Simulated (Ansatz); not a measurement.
`C[Si](C)(C)C#Cc1sc(-c2sc(-c3sc(-c4sc(C#C[Si](C)(C)C)c5c4OCCO5)c4c3OCCO4)c3c2OCCO3)c2c1OCCO2`. The state is a triplet with charge 0. Geometry PBE-D4/def2-SVP, that of the neutral singlet; atoms count from 1.

Cartesian coordinates in Å:
```
C -9.118 1.911 -7.920
Si -7.411 1.096 -7.976
C -7.586 -0.780 -8.159
C -6.397 1.792 -9.414
C -6.545 1.466 -6.393
C -5.976 1.720 -5.321
C -5.327 2.004 -4.113
S -3.718 1.382 -3.749
C -3.689 2.135 -2.163
C -2.574 1.940 -1.279
S -1.690 0.417 -1.285
C -0.588 0.954 -0.023
C 0.468 0.130 0.478
S 1.538 0.644 1.783
C 2.425 -0.880 1.759
C 3.514 -1.153 2.645
S 4.378 -2.684 2.639
C 5.441 -2.183 3.958
C 6.434 -3.034 4.456
C 7.308 -3.801 4.888
Si 8.598 -4.946 5.533
C 9.547 -5.681 4.070
C 7.763 -6.329 6.520
C 9.768 -3.963 6.649
C 5.122 -0.882 4.362
C 4.046 -0.312 3.628
O 3.567 0.945 3.870
C 3.992 1.441 5.141
C 5.479 1.183 5.352
O 5.766 -0.218 5.360
C 1.901 -1.721 0.773
C 0.811 -1.159 0.061
O 0.157 -1.823 -0.937
C 0.444 -3.225 -0.931
C 1.937 -3.474 -0.748
O 2.386 -2.971 0.515
C -0.930 2.249 0.377
C -2.031 2.809 -0.331
O -2.456 4.087 -0.124
C -1.989 4.613 1.118
C -0.502 4.334 1.307
O -0.249 2.928 1.349
C -4.874 2.846 -1.946
C -5.784 2.783 -3.044
O -6.997 3.398 -3.034
C -7.115 4.348 -1.971
C -6.571 3.776 -0.669
O -5.176 3.488 -0.780
H -9.028 3.010 -7.797
H -9.676 1.713 -8.859
H -9.716 1.520 -7.073
H -8.170 -1.207 -7.319
H -8.103 -1.036 -9.107
H -6.591 -1.271 -8.166
H -5.386 1.339 -9.441
H -6.895 1.581 -10.384
H -6.277 2.890 -9.319
H 10.329 -6.385 4.423
H 8.864 -6.237 3.395
H 10.039 -4.885 3.476
H 8.518 -7.039 6.919
H 7.191 -5.915 7.374
H 7.058 -6.899 5.882
H 10.559 -4.623 7.062
H 9.217 -3.511 7.499
H 10.259 -3.144 6.085
H 3.404 0.954 5.953
H 3.776 2.527 5.147
H 6.064 1.683 4.546
H 5.812 1.580 6.331
H 0.095 -3.624 -1.903
H -0.126 -3.723 -0.113
H 2.159 -4.558 -0.754
H 2.506 -2.985 -1.571
H -2.567 4.167 1.960
H -2.182 5.704 1.094
H 0.077 4.797 0.475
H -0.140 4.750 2.268
H -8.192 4.588 -1.880
H -6.562 5.280 -2.234
H -7.131 2.849 -0.403
H -6.679 4.505 0.157
```

Single mean-field runs in def2-SVP are fitted with def2-universal-jkfit. At PBE0-D4/def2-SVP a singlet of charge 0 lies 1.64 eV below the triplet at the same geometry.

**Question.** Estimate the Mulliken populations of the heavy atoms from the PBE0/def2-SVP orbitals of Ansatz.

**Answer.** 
```
atom  charge (e)  spin (α − β)
  C1       -0.33          0.00
 Si2        0.53          0.00
  C3       -0.33          0.00
  C4       -0.33          0.00
  C5       -0.42          0.12
  C6        0.17         -0.08
  C7       -0.25          0.16
  S8        0.18          0.02
  C9       -0.18         -0.10
 C10       -0.17          0.32
 S11        0.16          0.03
 C12       -0.13          0.02
 C13       -0.12          0.27
 S14        0.17          0.04
 C15       -0.12          0.32
 C16       -0.14         -0.05
 S17        0.19          0.04
 C18       -0.25          0.31
 C19        0.16         -0.15
 C20       -0.42          0.25
Si21        0.53         -0.01
 C22       -0.33          0.00
 C23       -0.32          0.01
 C24       -0.33          0.00
 C25        0.25         -0.12
 C26        0.11          0.21
 O27       -0.35          0.03
 C28        0.13          0.00
 C29        0.13          0.00
 O30       -0.33         -0.01
 C31        0.15          0.02
 C32        0.15          0.08
 O33       -0.35          0.02
 C34        0.13          0.00
 C35        0.13          0.00
 O36       -0.35          0.01
 C37        0.11          0.21
 C38        0.22         -0.10
 O39       -0.33          0.00
 C40        0.13          0.00
 C41        0.13          0.00
 O42       -0.35          0.03
 C43        0.19          0.13
 C44        0.22         -0.07
 O45       -0.33         -0.01
 C46        0.13          0.00
 C47        0.12          0.00
 O48       -0.34          0.02
```
Mulliken values depend strongly on the basis.

**Question.** Where does the spin sit?

**Answer.** Summed by element: C 1.76, Si -0.01, S 0.13, O 0.10, H 0.02, of 2 unpaired in all. Largest on single atoms: C10 0.32, C15 0.32, C18 0.31.

**Question.** And the Mayer bond orders between heavy atoms (over 0.3, the first 40 of 55)?

**Answer.** C1–Si2 1.02 (1.89 Å); Si2–C3 1.02 (1.89 Å); Si2–C4 1.02 (1.89 Å); Si2–C5 0.86 (1.84 Å); C5–C6 2.68 (1.24 Å); C6–C7 1.07 (1.40 Å); C7–S8 1.07 (1.76 Å); C7–C44 1.43 (1.40 Å); S8–C9 1.10 (1.76 Å); C9–C10 1.18 (1.44 Å); C9–C43 1.42 (1.40 Å); C10–S11 1.06 (1.76 Å); C10–C38 1.37 (1.40 Å); S11–C12 1.05 (1.76 Å); C12–C13 1.44 (1.43 Å); C12–C37 1.27 (1.40 Å); C13–S14 1.02 (1.76 Å); C13–C32 1.23 (1.40 Å); S14–C15 1.03 (1.76 Å); C15–C16 1.41 (1.43 Å); C15–C31 1.24 (1.40 Å); C16–S17 1.06 (1.76 Å); C16–C26 1.29 (1.40 Å); S17–C18 1.04 (1.77 Å); C18–C19 1.11 (1.40 Å); C18–C25 1.36 (1.40 Å); C19–C20 2.64 (1.24 Å); C20–Si21 0.86 (1.84 Å); Si21–C22 1.02 (1.89 Å); Si21–C23 1.02 (1.89 Å); Si21–C24 1.02 (1.89 Å); C25–C26 1.27 (1.42 Å); C25–O30 1.14 (1.36 Å); C26–O27 1.10 (1.37 Å); O27–C28 0.93 (1.43 Å); C28–C29 1.06 (1.52 Å); C29–O30 0.94 (1.43 Å); C31–C32 1.37 (1.42 Å); C31–O36 1.10 (1.37 Å); C32–O33 1.10 (1.37 Å).
